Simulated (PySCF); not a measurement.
Job file and geometry (Å, from PBE0-D3(BJ)/def2-SVP) of an NMR shielding run on `CC[SiH2][SeH]`, C2H8SeSi, PySCF 2.14.0, density-fitted response routines, GIAO PBE0/pcSseg-1 NMR shielding, non-relativistic, gas phase; density fitting, a coarse starting grid and PySCF grid level 2 are the driver's defaults:

```
{"job": {"kind": "nmr", "xc": "PBE0", "basis": "pcSseg-1"}, "charge": 0, "multiplicity": 1}
C     -1.554482     0.198181     0.281441
C     -0.147830     0.649894    -0.104518
Si     1.197205    -0.520460     0.500132
Se     3.293297     0.149794    -0.130026
H     -1.789685    -0.796001    -0.130832
H     -2.320232     0.896034    -0.092043
H     -1.675680     0.135258     1.374674
H     -0.053041     0.737879    -1.200673
H      0.074436     1.651316     0.301032
H      0.923199    -1.906265     0.007225
H      1.260207    -0.541755     1.992899
H      3.007315    -0.030983    -1.562593
```

**Question.** Write the output of this run.

**Answer.** 
```
coarse grid: 43880 points
cycle   1  E = -2771.2798985941  dE = -9.646e-01  |g| = 7.130e-01  |ddm| = 3.041e+00
cycle   2  E = -2771.2790241861  dE =  8.744e-04  |g| = 4.783e-01  |ddm| = 6.167e-01
cycle   3  E = -2771.3129502061  dE = -3.393e-02  |g| = 1.374e-01  |ddm| = 4.291e-01
cycle   4  E = -2771.3176911454  dE = -4.741e-03  |g| = 2.492e-02  |ddm| = 1.373e-01
cycle   5  E = -2771.3178244608  dE = -1.333e-04  |g| = 4.866e-03  |ddm| = 2.743e-02
cycle   6  E = -2771.3178315770  dE = -7.116e-06  |g| = 1.218e-03  |ddm| = 6.693e-03
final grid: 90392 points
cycle   7  E = -2771.3177929718  dE =  7.291e-08  |g| = 1.410e-03  |ddm| = 2.529e-03
cycle   8  E = -2771.3177928156  dE =  1.562e-07  |g| = 1.647e-03  |ddm| = 2.769e-03
cycle   9  E = -2771.3177933659  dE = -5.503e-07  |g| = 3.507e-05  |ddm| = 1.528e-03
cycle  10  E = -2771.3177933662  dE = -3.652e-10  |g| = 7.609e-06  |ddm| = 4.534e-05
converged SCF energy = -2771.3177933662

GIAO shielding tensors (ppm)
atom      isotropic    diamagn.    paramagn.     s11        s22        s33       span
  0 C      174.504     246.538     -72.035    167.530    168.260    187.722     20.192
  1 C      170.870     252.936     -82.066    160.003    163.741    188.867     28.864
  2 Si     371.969     878.862    -506.892    303.765    381.377    430.767    127.002
  3 Se    2192.816    3001.120    -808.303   1960.863   2081.202   2536.383    575.520
  4 H       30.346      29.957       0.390     25.747     28.700     36.592     10.845
  5 H       29.861      28.510       1.351     24.656     27.242     37.685     13.029
  6 H       30.365      29.500       0.865     25.734     28.577     36.785     11.052
  7 H       30.546      31.956      -1.411     25.244     31.078     35.315     10.071
  8 H       30.324      30.944      -0.620     25.203     30.347     35.423     10.220
  9 H       26.485      28.673      -2.188     21.709     25.905     31.841     10.132
 10 H       26.671      28.282      -1.611     22.485     25.640     31.888      9.403
 11 H       31.089      29.752       1.337     21.240     26.389     45.639     24.399
```

**Question.** Turn these shieldings into chemical shifts. References, each an isolated molecule treated in the same way: TMS for $^{13}$C (σ = 184.41 ppm), $^{29}$Si (σ = 351.99 ppm), $^{1}$H (σ = 31.27 ppm); $^{77}$Se (σ = 1769.71 ppm) against Me2Se.

**Answer.** Averaging equivalent atoms: C 1: 13.5; C 0: 9.9; Si 2: -20.0; Se 3: -423; H 9/10: 4.69; H 4/5/6: 1.08; H 7/8: 0.83; H 11: 0.18 ppm. 

Relativistic effects, spin–orbit coupling among them, are left out; they matter for Se and for the light atoms bonded to it.

Size and cost of the density-fitted run: 139 basis functions, 19 s wall time on 1 thread of an x86-64 server CPU, shared host.
